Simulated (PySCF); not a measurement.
**Li⁺ (lithium, charge +1) across methods**

1s2, closed-shell 1S. Calculation: PySCF 2.14, in dyall-acv3z (15s9p3d, 57 functions); the non-relativistic Hamiltonian (point nucleus).

```csv
method,E (hartree),mean ε 1s (eV),Σ⟨r²⟩ (bohr²),⟨S²⟩
M06-2X,-7.2834,-68.419,0.9078,0.000
revPBE,-7.2809,-60.506,0.9167,0.000
PBE0,-7.2625,-64.484,0.9105,0.000
wB97X,-7.2869,-66.735,0.8975,0.000
r2SCAN,-7.2816,-61.919,0.9039,0.000
UHF,-7.23641,-75.984,0.8906,0.000
LDA,-7.1428,-59.600,0.9364,0.000
PBE,-7.2567,-60.409,0.9197,0.000
```

(1) Estimate the same row for B97-3.

Answers

(1) E (hartree) = -7.2899; mean ε 1s (eV) = -64.969; Σ⟨r²⟩ (bohr²) = 0.9034; ⟨S²⟩ = 0.000.
